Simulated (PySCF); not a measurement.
PBE0-D3(BJ)/def2-TZVP geometry optimisation, IEF-PCM water with PySCF 2.14 and geomeTRIC: [MoF6]2-, charge -2, multiplicity 3. Start (model start, shaken):

```
7

Mo    0.0000    0.0045   -0.0041
F    -0.0134   -0.0068    1.9351
F     0.0009    0.0201   -1.9574
F     1.9407    0.0073    0.0053
F    -1.9484   -0.0140   -0.0004
F     0.0104    1.9298   -0.0069
F    -0.0285   -1.9693   -0.0276
```

```
step  E − E(start) / kcal mol⁻¹  largest force / Eh bohr⁻¹
   0                       0.00                    0.01751
   1                      -0.59                    0.00390
   2                      -0.86                    0.00363
   3                      -0.94                    0.00233
   4                      -0.98                    0.00241
   5                      32.97                    0.08091
   6                       6.75                    0.02896
   7                       0.41                    0.01485
   8                      -0.89                    0.00604
   9                      -1.07                    0.00419
  10                      -1.11                    0.00343
  11                      -1.13                    0.00384
  12                      -1.19                    0.00331
  13                      -1.24                    0.00060
  14                      -1.25                    0.00043
  15                      -1.25                    0.00025
```

The optimisation met its thresholds. End point:

```
7

Mo   -0.0059   -0.0047   -0.0083
F    -0.0097   -0.0246    1.9295
F     0.0003    0.0194   -1.9464
F     1.9326   -0.0147   -0.0053
F    -1.9442    0.0056   -0.0157
F     0.0060    1.9997    0.0146
F    -0.0173   -2.0090   -0.0242
```

Metal–donor distances, start → end: F2 1.939 → 1.938 Å, F3 1.953 → 1.938 Å, F4 1.941 → 1.939 Å, F5 1.949 → 1.938 Å, F6 1.925 → 2.005 Å, F7 1.974 → 2.004 Å.

No frequencies were computed, so the end point may be a saddle point. 1 SCF steps did not converge.

The job took 18 min on one thread of Intel Xeon Platinum 8259CL @ 2.50GHz (shared host), with 226 basis functions and a peak of 1.4 GiB, launched as `OMP_NUM_THREADS=1 python lf_run.py task.json out`.
